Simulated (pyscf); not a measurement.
`[CH]1=[CH][GeH2]1` -> `[CH2]=[CH][GeH]` [singlet], a rearrangement (singlet surface; Ge–H, C–Ge broken, C–H formed). Optimised with ωB97X-D3(BJ)/def2-SVP in PySCF. Correlated levels are frozen-core, on RHF or UHF. ΔMP2 is the change of the MP2 total energy from the triple- to the quadruple-zeta basis. Energies in eV from the reactant's lowest minimum found.

Small-basis levels: PySCF, no dispersion term, spherical d functions. Cost: rough CPU time at the saddle relative to B3LYP/6-31G*+LANL2DZ, from one job on a shared machine.

| level | barrier | reaction energy | cost |
|---|---|---|---|
| HF/6-31G*+LANL2DZ | 1.18 | -1.26 | 0.09 |
| BP86/6-31G*+LANL2DZ | 0.77 | -0.77 | 1 |
| PBE/6-31G*+LANL2DZ | 0.77 | -0.74 | 1 |
| B3LYP/6-31G*+LANL2DZ | 0.88 | -0.92 | 1 |
| M06-2X/6-31G*+LANL2DZ | 1.02 | -0.77 | 2 |
| PBE/def2-SVP | 0.73 | -0.66 | 2 |
| B3LYP/def2-SVP | 0.76 | -0.88 | 1 |
| CCSD(T)/def2-TZVPP + ΔMP2(QZVPP) | 0.94 | -0.63 | – |

Against the last row the barrier runs from -0.21 (PBE/def2-SVP) to +0.25 eV (HF/6-31G*+LANL2DZ). CCSD(T)/def2-TZVPP + ΔMP2(QZVPP) has limits of its own. This is the saddle that the search found; another between the same sides may lie lower. The CCSD(T) − MP2 part came from Ansatz, without density fitting, on the same reference. The frozen core leaves the outer d or s,p core shells of the metals and heavy elements correlated in the MP2 and CC values, and def2-TZVPP describes them poorly, which can shift differences by a few kcal/mol. In the def2 sets elements up to Kr have no core potential.
